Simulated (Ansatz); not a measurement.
A nudged elastic band was laid between two geometries of C2H4FSi (8 atoms, charge 1, multiplicity 1).

Level of theory: RKS LDA/6-31G* (Ansatz 0.2.0).

| Property | Result |
| --- | --- |
| movable images | 8 |
| climbing image | no |
| spring | 5.0 eV/Å² |
| optimiser | quadratic models (default) |
| start path | through a guess of the saddle point |
| force threshold | 0.05 eV/Å |
| iteration limit | 60 |
| end points | relaxed |

Image 0:

```xyz
8
Properties=species:S:1:pos:R:3
C -0.344 1.272 0.091
C 0.426 0.312 -0.474
Si 0.109 -1.324 0.148
F 0.890 -2.576 -0.373
H -0.246 2.328 -0.207
H -1.101 1.068 0.867
H 1.176 0.533 -1.247
H -0.910 -1.613 1.195
```

Image 9:

```xyz
8
Properties=species:S:1:pos:R:3
C -0.344 1.273 0.091
C 0.426 0.312 -0.473
Si 0.109 -1.324 0.149
F 0.889 -2.576 -0.375
H -1.101 1.070 0.867
H -0.247 2.328 -0.209
H 1.177 0.532 -1.247
H -0.908 -1.614 1.197
```

Task: Which bonds break or form, and what moves?

Result: No bond is made or broken.  The two ends are copies of one structure, up to a mirror image or an exchange of like atoms.

Task: What energy profile does the band end with?

Result: It converged. The highest image is number 5 of 0 to 9, 1.82 eV above the ends, which have the same energy within 2 meV. No image climbed, so the highest image needn't sit at the top of the path. Limits of this set-up: the dipole of an ion depends on the origin.

```csv
image,path coordinate (Å),energy (eV)
0,0.00,0.00
1,0.51,0.06
2,1.03,0.27
3,1.54,0.76
4,2.05,1.82
5,2.57,1.82
6,3.08,0.76
7,3.59,0.27
8,4.11,0.06
9,4.62,0.00
```

Task: What is the geometry of the highest image?

Result: 
```xyz
8
Properties=species:S:1:pos:R:3
C -0.322 1.417 0.050
C 0.331 0.251 -0.288
Si 0.139 -1.390 0.282
F 0.960 -2.498 -0.472
H -0.029 2.003 0.936
H -1.151 1.854 -0.535
H 0.971 0.242 -1.194
H -0.899 -1.881 1.221
```

Time of the run: 3.2 min on 1 thread of Arm Neoverse V1 (shared host), peak memory 0.13 GiB.
